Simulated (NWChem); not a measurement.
Correlation energy of Ge₂

```
Ge
Ge 1 2.2676
```
Charge 0, spin multiplicity 3.

Everything below was run with NWChem. Structure: optimised with UPBE0/def2-SVP, a minimum by its harmonic frequencies.

Basis set: 6-311G**. Each correlation energy counts from its own Hartree-Fock reference.

The Hamiltonian is non-relativistic. The correlated methods keep 18 core orbitals frozen. The Pople sets run with spherical d functions. This spin state was chosen for the runs; another may lie lower. The structure started from a generated list of species. The unpaired electrons of the parent sit in orbitals of symmetry ag and b2u (D2h labels of the run); other states weren't searched. No SCF solution was tested for a lower state. Open-shell Hartree-Fock references start from PBE0 orbitals. No row is a measurement; the coupled-cluster row has its own basis-set and correlation limits.

For the correlation energy, UMP2 gives -445.0 mHa and SCS-UMP2 gives -405.4 mHa. What do CCSD on UHF, CCSD[T] on UHF, CCSD(T) on UHF give?

CCSD on UHF: -442.2 mHa; CCSD[T] on UHF: -463.3 mHa; CCSD(T) on UHF: -461.4 mHa.
